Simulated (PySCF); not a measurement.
# Spin states and ions at one geometry of [TaOCl4]−

PySCF 2.14.0, RKS PBE, Ta def2-SVP with ECP60, O def2-SVP, Cl def2-SVP; non-relativistic Hamiltonian with scalar-relativistic core potentials where named; density fitting; no spin-orbit coupling; singlets restricted, open shells unrestricted. The geometry is relaxed for charge -1, singlet, vacuum:

```xyz
6

Ta    0.0000    0.0000    0.2354
O     0.0000    0.0000    1.9930
Cl    0.0000    0.0000   -2.2998
Cl    2.3639    0.0000    0.1066
Cl   -1.1820    2.0472    0.1066
Cl   -1.1820   -2.0472    0.1066
```

Energies count from the relaxed state; an electron taken off or put on is at rest in vacuum. Charges and spins are Mulliken's.

```json
{"state": "charge -1, singlet, vacuum", "energy (eV)": "0.00", "spin squared": "0.00", "charge on Ta1 (e)": "0.56", "spin on Ta1 (e)": "0.00", "dipole about the centre of mass (D)": "1.01"}
{"state": "charge 0, doublet, vacuum", "energy (eV)": "5.17", "spin squared": "0.75", "charge on Ta1 (e)": "0.71", "spin on Ta1 (e)": "-0.06", "dipole about the centre of mass (D)": "1.00"}
```

Q: What does the state charge -1, triplet, vacuum give?

A: energy (eV) 4.20, spin squared 2.00, charge on Ta1 (e) 0.42, spin on Ta1 (e) 0.85, dipole about the centre of mass (D) 0.68.

With an electron taken off (doublet) the charges change, summed by element, by Ta +0.15 e, O +0.09 e, Cl +0.76 e. The vertical ionisation energy is 5.17 eV, against −ε(HOMO) = 2.23 eV of the relaxed state. The level lies 2.9 eV too high, as is usual for semilocal functionals and global hybrids, which keep a self-interaction error.

Open shells may have lower solutions than those found. Hard to converge, so the more doubtful: charge -1, triplet, vacuum; charge 0, doublet, vacuum. The basis has no diffuse functions, which an anion needs.
